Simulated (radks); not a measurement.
Values are calculated unless marked as measured or tabulated.
Q: Ba, configuration [Xe] 6s2. Code: a radial shooting solver on a logarithmic mesh with Libxc functionals. Model: scalar-relativistic Kohn-Sham, LDA (Slater exchange, VWN5 correlation), spin-polarised, spherical densities, finite nucleus; Fermi nuclear charge, rms radius 4.8378 fm. Some entries of the table are withheld. Estimate them.

orbital  occ.  eigenvalue (eV)  <r^2> (bohr^2)
1s          2              (1)       0.0008899
2s          2        -5883.726             (2)
2p          6              (3)         0.01130
3s          2        -1241.494         0.09768
3p          6        -1047.610         0.09767
3d         10        -765.1027         0.08400
4s          2        -243.2442          0.5132
4p          6        -180.6278          0.5833
4d         10         -89.6626          0.7458
5s          2              (4)           3.010
5p          6         -18.8098           4.198
6s          2          -3.3457           25.22
5d          0              (5)           15.18
6p          0              (6)           46.10
7s          0          -0.0988           267.4

A: 
(1) 1s eigenvalue (eV): -37217.06
(2) 2s <r^2> (bohr^2): 0.01423
(3) 2p eigenvalue (eV): -5279.185
(4) 5s eigenvalue (eV): -33.8070
(5) 5d eigenvalue (eV): -2.1340
(6) 6p eigenvalue (eV): -1.2784
